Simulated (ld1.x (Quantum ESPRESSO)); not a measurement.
PBE TM dataset for copper (Cu), scalar-relativistic all-electron reference.

* Element: Cu
* Generator: ld1.x (Quantum ESPRESSO) 7.5
* Type: norm-conserving Troullier–Martins (Kleinman–Bylander form)
* Functional: PBE
* Relativity: scalar-relativistic
* Frozen core: [Ne] 3s2
* Valence charge: 17
* Reference configuration: 3p6 3d9 4s0 4p0 (charge +2)
* Partial waves: 4s (bound, empty): rc 1.70 bohr; 3p (bound): rc 0.70 bohr; 3d (bound): rc 1.25 bohr
* Local potential: the d channel
* Core correction: none

Poles of the logarithmic derivatives, all-electron (AE) and pseudo (PS). s: poles at 3.7 (AE) and 1.9 (PS) Ry. p: poles at -7.1 (AE) and -7.1 (PS) Ry. d: poles at -1.8 (AE) and -1.8 (PS) Ry. Test radius 1.85 bohr.

* Cutoffs needed: 200 Ry and over 300 Ry (the cutoffs (Ry, on a coarse ladder) from which the occupation-weighted sum of valence levels, in a spherical-Bessel basis at the reference potential, stays within 10 and 1 mRy of its value at 400 Ry)
* Ghost test: ghost state, extra bound levels that the all-electron valence spectrum of the same l lacks: s at -324.2 eV; a true bound ghost makes a file unfit for plane-wave use (spherical-Bessel basis up to 400 Ry, 20 bohr box)
* Configuration tests: 1 of 7 tests not solved or not reliable
